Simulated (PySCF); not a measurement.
PySCF input for Ga(Cl)(OH)2 (ClGaH2O2), SMILES [OH][Ga]([OH])[Cl], TDDFT-ωB97X/def2-SVPD. Geometry optimised at B3LYP-D3(BJ)/def2-SVP. One conformer was computed; it need not be the lowest.

```python
import numpy as np
from pyscf import gto, scf, dft, tdscf

mol = gto.M(
    atom='''
    Ga   -0.00214356    0.30298163    0.00000000
    Cl   -0.04856908   -1.84007486    0.00000000
    O    -1.53838008    1.19051713    0.00000000
    H    -1.41287088    2.14955301    0.00000000
    O     1.53676574    1.19827252    0.00000000
    H     2.31791046    0.62897203    0.00000000
    ''',
    basis='def2-SVPD',
    charge=0,
    spin=0,
    symmetry=True,
    max_memory=1600,
    verbose=4,
)
mf = dft.RKS(mol, xc='wb97x').density_fit(auxbasis='def2-universal-jkfit')
mf.grids.level = 3
mf.conv_tol = 1e-9
mf.max_cycle = 100
mf.kernel()
mf.grids = dft.Grids(mol).set(level=1).build(with_non0tab=True)  # coarser grid for the response kernel
td = tdscf.TDDFT(mf)
td.singlet = True
td.nstates = 10
td.conv_tol = 1e-4
td.kernel(x0=td.get_init_guess(mf, 15))
td.analyze()
tt = tdscf.TDA(mf)
tt.singlet = False
tt.nstates = 4
tt.conv_tol = 1e-4
tt.kernel(x0=tt.get_init_guess(mf, 9))
tt.analyze(verbose=3)
```

Output:

```
PySCF version 2.14.0

[INPUT] verbose = 4
[INPUT] num. atoms = 6
[INPUT] num. electrons = 66
[INPUT] charge = 0
[INPUT] spin (= nelec alpha-beta = 2S) = 0
[INPUT] symmetry True subgroup None
[INPUT] Mole.unit = angstrom
[INPUT] Symbol           X                Y                Z      unit          X                Y                Z       unit  Magmom
[INPUT]  1 Ga    -0.002143560000   0.302981630000   0.000000000000 AA   -0.004050741332   0.572552301474   0.000000000000 Bohr   0.0
[INPUT]  2 Cl    -0.048569080000  -1.840074860000   0.000000000000 AA   -0.091782259322  -3.477237534097   0.000000000000 Bohr   0.0
[INPUT]  3 O     -1.538380080000   1.190517130000   0.000000000000 AA   -2.907117026686   2.249751322303   0.000000000000 Bohr   0.0
[INPUT]  4 H     -1.412870880000   2.149553010000   0.000000000000 AA   -2.669939012573   4.062066479134   0.000000000000 Bohr   0.0
[INPUT]  5 O      1.536765740000   1.198272520000   0.000000000000 AA    2.904066366215   2.264406885392   0.000000000000 Bohr   0.0
[INPUT]  6 H      2.317910460000   0.628972030000   0.000000000000 AA    4.380215950665   1.188584876712   0.000000000000 Bohr   0.0

nuclear repulsion = 361.271254465483
point group symmetry = Cs
symmetry origin: [4.00851001e-09 4.29483211e-09 0.00000000e+00]
symmetry axis x: [1.00000000e+00 1.52598288e-09 0.00000000e+00]
symmetry axis y: [-1.52598288e-09  1.00000000e+00  0.00000000e+00]
symmetry axis z: [0. 0. 1.]
num. orbitals of irrep A' = 89
num. orbitals of irrep A" = 38
number of shells = 51
number of NR pGTOs = 211
number of NR cGTOs = 127
basis = def2-SVPD
ecp = {}


[settings echo left out]
init E= -2535.85845866832
HOMO (A') = -0.445536163133384  LUMO (A') = -0.0959589591365417  gap/eV = 9.51248
cycle= 1 E= -2536.1488095094  delta_E= -0.29  |g|= 1.03  |ddm|= 3.03
HOMO (A") = -0.30706582865938  LUMO (A') = 0.0141957271434912  gap/eV = 8.74197
cycle= 2 E= -2536.07622314979  delta_E= 0.0726  |g|= 1.27  |ddm|= 2.42
HOMO (A') = -0.427086883036022  LUMO (A') = 0.00439509714912978  gap/eV = 11.74122
cycle= 3 E= -2536.34522564282  delta_E= -0.269  |g|= 0.0605  |ddm|= 1.21
HOMO (A") = -0.437490589008324  LUMO (A') = 0.0110358880944332  gap/eV = 12.20503
cycle= 4 E= -2536.34612764695  delta_E= -0.000902  |g|= 0.0236  |ddm|= 0.119
HOMO (A') = -0.435397735076659  LUMO (A') = 0.0110429616109733  gap/eV = 12.14827
cycle= 5 E= -2536.34626853693  delta_E= -0.000141  |g|= 0.00848  |ddm|= 0.0377
HOMO (A') = -0.435357146161122  LUMO (A') = 0.0114105785004868  gap/eV = 12.15717
cycle= 6 E= -2536.34628368718  delta_E= -1.52e-05  |g|= 0.00309  |ddm|= 0.0134
HOMO (A') = -0.435696000391356  LUMO (A') = 0.0113222972570877  gap/eV = 12.16399
cycle= 7 E= -2536.34628577617  delta_E= -2.09e-06  |g|= 0.000583  |ddm|= 0.00393
HOMO (A') = -0.435641854540652  LUMO (A') = 0.0112985970945618  gap/eV = 12.16187
cycle= 8 E= -2536.34628595425  delta_E= -1.78e-07  |g|= 0.000337  |ddm|= 0.00156
HOMO (A') = -0.435650892153693  LUMO (A') = 0.011296593326596  gap/eV = 12.16206
cycle= 9 E= -2536.34628598269  delta_E= -2.84e-08  |g|= 0.000104  |ddm|= 0.000427
HOMO (A') = -0.435663590506689  LUMO (A') = 0.0112946683050863  gap/eV = 12.16235
cycle= 10 E= -2536.3462859884  delta_E= -5.71e-09  |g|= 1.46e-05  |ddm|= 0.000302
HOMO (A') = -0.435663249299468  LUMO (A') = 0.0112945310262789  gap/eV = 12.16234
cycle= 11 E= -2536.34628598861  delta_E= -2.04e-10  |g|= 6.47e-06  |ddm|= 5.45e-05
HOMO (A') = -0.435663528600654  LUMO (A') = 0.0112943255165829  gap/eV = 12.16234
Extra cycle  E= -2536.34628598863  delta_E= -2.46e-11  |g|= 6.17e-06  |ddm|= 1.44e-05
converged SCF energy = -2536.34628598863
tot grids = 29040


******** <class 'pyscf.tdscf.rks.TDDFT'> for <class 'pyscf.df.df_jk.DFSymAdaptedRKS'> ********
nstates = 10 singlet
deg_eia_thresh = 1.000e-03
wfnsym = None
conv_tol = 0.0001
eigh lindep = 1e-12
eigh level_shift = 0
eigh max_cycle = 100


Excitation energies (eV)
[6.69121703 6.88128156 6.96205254 7.67603065 7.727867   7.80426547
 7.8814495  8.50842673 8.58030668 8.64141261]

** Singlet excitation energies and oscillator strengths **
Excited State   1:   A"      6.69122 eV    185.29 nm  f=0.0000
      31 -> 34       -0.58385
      31 -> 36        0.10070
      31 -> 38        0.11568
      32 -> 34       -0.32441
Excited State   2:   A"      6.88128 eV    180.18 nm  f=0.0007
      31 -> 34        0.31930
      32 -> 34       -0.56938
      32 -> 36        0.18296
Excited State   3:   A'      6.96205 eV    178.09 nm  f=0.0571
      31 -> 35        0.11885
      33 -> 34        0.65008
      33 -> 36       -0.21317
Excited State   4:   A'      7.67603 eV    161.52 nm  f=0.0403
      28 -> 34        0.32432
      30 -> 34        0.47868
      30 -> 36       -0.10049
      31 -> 35        0.33712
Excited State   5:   A"      7.72787 eV    160.44 nm  f=0.1450
      29 -> 34        0.63934
      29 -> 36       -0.12548
      31 -> 37       -0.12451
Excited State   6:   A'      7.80427 eV    158.87 nm  f=0.0395
      28 -> 34       -0.44270
      30 -> 34        0.31779
      32 -> 35       -0.38401
Excited State   7:   A"      7.88145 eV    157.31 nm  f=0.0003
      33 -> 35        0.69243
Excited State   8:   A'      8.50843 eV    145.72 nm  f=0.1891
      27 -> 34        0.20933
      28 -> 34        0.23293
      29 -> 35       -0.12263
      30 -> 34       -0.20182
      31 -> 35        0.16953
      32 -> 35       -0.51844
Excited State   9:   A'      8.58031 eV    144.50 nm  f=0.2238
      28 -> 34        0.23299
      30 -> 34        0.22301
      31 -> 35       -0.55268
      32 -> 35       -0.15781
      33 -> 34        0.13114
Excited State  10:   A"      8.64141 eV    143.48 nm  f=0.0002
      28 -> 35       -0.10380
      30 -> 35       -0.68685

** Transition electric dipole moments (AU) **
state          X           Y           Z        Dip. S.      Osc.
  1        -0.0000      0.0000      0.0155      0.0002      0.0000
  2        -0.0000      0.0000      0.0628      0.0039      0.0007
  3         0.5426      0.2010     -0.0000      0.3348      0.0571
  4         0.1764      0.4281     -0.0000      0.2143      0.0403
  5        -0.0000      0.0000      0.8750      0.7657      0.1450
  6        -0.1731      0.4204     -0.0000      0.2067      0.0395
  7        -0.0000      0.0000     -0.0412      0.0017      0.0003
  8         0.2113     -0.9286      0.0000      0.9070      0.1891
  9         0.9843      0.3094     -0.0000      1.0645      0.2238
 10        -0.0000      0.0000     -0.0296      0.0009      0.0002

** Transition velocity dipole moments (imaginary part, AU) **
state          X           Y           Z        Dip. S.      Osc.
  1         0.0000     -0.0000      0.0040      0.0000      0.0000
  2         0.0000     -0.0000      0.0162      0.0003      0.0007
  3         0.1438      0.0534     -0.0000      0.0235      0.0613
  4         0.0587      0.1255     -0.0000      0.0192      0.0454
  5         0.0000     -0.0000      0.2461      0.0606      0.1422
  6        -0.0536      0.1282     -0.0000      0.0193      0.0449
  7         0.0000      0.0000     -0.0120      0.0001      0.0003
  8         0.0671     -0.2941      0.0000      0.0910      0.1941
  9         0.3140      0.1001      0.0000      0.1086      0.2297
 10         0.0000     -0.0000     -0.0098      0.0001      0.0002

** Transition magnetic dipole moments (imaginary part, AU) **
state          X           Y           Z
  1        -0.1219     -0.5160      0.0000
  2        -0.5397      0.0677      0.0000
  3         0.0000      0.0000     -0.2223
  4        -0.0000      0.0000      0.1837
  5        -0.1228      0.0404      0.0000
  6         0.0000     -0.0000     -0.3567
  7         0.2832     -0.5687      0.0000
  8         0.0000     -0.0000      0.3347
  9        -0.0000      0.0000      0.2816
 10        -0.7777      0.4795      0.0000


******** <class 'pyscf.tdscf.rks.TDA'> for <class 'pyscf.df.df_jk.DFSymAdaptedRKS'> ********
nstates = 4 triplet
deg_eia_thresh = 1.000e-03
wfnsym = None
conv_tol = 0.0001
eigh lindep = 1e-12
eigh level_shift = 0
eigh max_cycle = 100


Excitation energies (eV)
[6.35002009 6.45448441 6.54595832 7.12922677]

** Triplet excitation energies and oscillator strengths **
Excited State   1:   A"      6.35002 eV    195.25 nm  f=0.0000
Excited State   2:   A'      6.45448 eV    192.09 nm  f=0.0000
Excited State   3:   A"      6.54596 eV    189.41 nm  f=0.0000
Excited State   4:   A'      7.12923 eV    173.91 nm  f=0.0000
```

Self-consistency was reached.
